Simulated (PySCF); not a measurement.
Si(NMe2)(SiH3) (C2H9NSi2), SMILES CN(C)[Si][SiH3] (connectivity only; charge and spin as stated), neutral, multiplicity 1.

Geometry optimised at ωB97X-D3(BJ)/def2-SVP. One conformer was computed; it need not be the lowest.

Two levels are set side by side: TDDFT-PBE/def2-SVPD (PySCF) and TDDFT-LC-ωPBE/def2-SVPD (PySCF). Vertical, same geometry. The lowest singlet is HOMO→LUMO 100 % with PBE and HOMO→LUMO 99 % with the other functional; states are paired by order. Differences are taken from unrounded values.

```tsv
quantity	TDDFT-LC-ωPBE	TDDFT-PBE	TDDFT-PBE minus TDDFT-LC-ωPBE
lowest singlet excitation (eV)	2.67	2.60	-0.07
lowest triplet excitation (TDA) (eV)	1.58	1.74	0.16
first bright state (f over 0.05) (eV)	5.46	4.51	-0.95
its oscillator strength	0.07	0.08	0.01
```

Rough cost on one machine, each run with all the roots and properties that it gave: TDDFT-LC-ωPBE against TDDFT-PBE about 5 times.
